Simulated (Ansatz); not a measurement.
Z-matrix (Å, degrees):
```
Al
F 1 1.645
F 1 1.645 2 118.7
F 1 1.645 2 118.8 3 157.9
P 1 2.537 2 96.5 3 -101.0
F 5 1.541 1 117.2 2 179.6
F 5 1.541 1 117.2 2 -60.4
F 5 1.541 1 117.2 2 59.6
```

The species carries charge 0 and has multiplicity 1.

List the PBE/def2-TZVPP orbital energies in eV (Ansatz). (An estimate is asked.)

The calculation gave: Occupied: -2081.88, -1507.43, -662.73, -662.73, -662.73, -659.22, -659.22, -659.22, -176.73, -128.26, -128.26, -128.06, -107.68, -69.73, -69.60, -69.60, -33.87, -32.46, -32.46, -28.77, -28.46, -28.46, -18.16, -15.37, -15.37, -14.58, -13.35, -13.35, -12.35, -12.35, -11.90, -11.88, -10.60, -10.59, -10.59, -9.72, -9.72, -9.56, -9.56, -9.05, -9.00. Lowest empty: -2.34, -2.34, -0.88, 0.14, 1.25, 2.10, 2.10, 3.26.
